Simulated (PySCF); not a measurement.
PySCF job for Ge(H)2(Br)(Me) (CH5BrGe), SMILES [CH3][GeH2][Br], ωB97X-D3(BJ)/def2-SVP. 

```python
import numpy as np
from pyscf import gto, scf, dft
import os
os.environ['JAX_PLATFORMS'] = 'cpu'
from ase import Atoms, units
from ase.calculators.calculator import Calculator, all_changes
from sella import Sella

mol = gto.M(
    atom='''
    Ge   -0.35092959   -0.84931813    0.27711025
    C    -2.23498555   -0.28194300    0.28963760
    Br    0.92275441    0.93067024   -0.35386340
    H    -0.03970922   -1.93822898   -0.72367193
    H     0.17982613   -1.26128366    1.63086952
    H    -2.38200579    0.52827497    1.00187145
    H    -2.88519520   -1.10667205    0.56681946
    H    -2.52965981    0.07428952   -0.69602333
    ''',
    basis='def2-SVP',
    charge=0,
    spin=0,
    max_memory=1600,
    verbose=3,
)
mf = dft.RKS(mol, xc='wb97x-d3bj').density_fit(auxbasis='def2-universal-jkfit')
mf.grids.level = 3
mf.conv_tol = 1e-9
mf.max_cycle = 100
mf.kernel()
grad = mf.nuc_grad_method()
grad.grid_response = mol.nao <= 150
scan = grad.as_scanner()
scan.verbose = scan.base.verbose = 0
class SCF(Calculator):
    implemented_properties = ['energy', 'forces']
    def calculate(self, atoms=None, properties=None, system_changes=all_changes):
        super().calculate(atoms, properties, system_changes)
        e, g = scan(mol.set_geom_(self.atoms.positions, unit='Angstrom', inplace=False))
        assert scan.converged
        self.results = {'energy': float(e) * units.Hartree, 'forces': -np.asarray(g) * units.Hartree / units.Bohr}
atoms = Atoms(mol.elements, mol.atom_coords(unit='Angstrom'), calculator=SCF())
conv = Sella(atoms, order=0, internal=True, allow_fragments=True).run(fmax=0.002, steps=150)
mol_eq = mol.set_geom_(atoms.positions, unit='Angstrom', inplace=False)
print(mol_eq.tostring(format='xyz'))
mf.reset(mol_eq)
mf.verbose = 3
mf.kernel()
```

Program output:

```
converged SCF energy = -4691.61770878246
     Step          Energy         fmax         cmax       rtrust          rho
Sella   0  -127665.420552       0.7622       0.0000       0.1000       1.0000
Sella   1  -127665.452706       0.7622       0.0000       0.1000       1.2914
Sella   2  -127665.461951       0.3727       0.0000       0.1000       1.1859
Sella   3  -127665.463015       0.1703       0.0000       0.1000       1.3059
Sella   4  -127665.463369       0.1387       0.0000       0.1000       1.2974
Sella   5  -127665.463454       0.0690       0.0000       0.1000       1.1851
Sella   6  -127665.463463       0.0178       0.0000       0.1000       1.2531
Sella   7  -127665.463466       0.0090       0.0000       0.1000       1.3549
Sella   8  -127665.463467       0.0055       0.0000       0.1000       1.2539
8
XYZ from PySCF
Ge         -0.35698228       -0.84876671        0.27559676
C          -2.21337333       -0.28677917        0.28860582
Br          0.91299355        0.97759967       -0.35018038
H          -0.08186667       -1.94876815       -0.75762053
H           0.13959291       -1.27072323        1.66436360
H          -2.34759993        0.54429813        0.99601757
H          -2.86326123       -1.12272970        0.59082699
H          -2.50940763        0.05165808       -0.71486021
converged SCF energy = -4691.61928585378
```

The calculation finished and met its thresholds.

Cost: about 110 core-seconds (a rough figure).
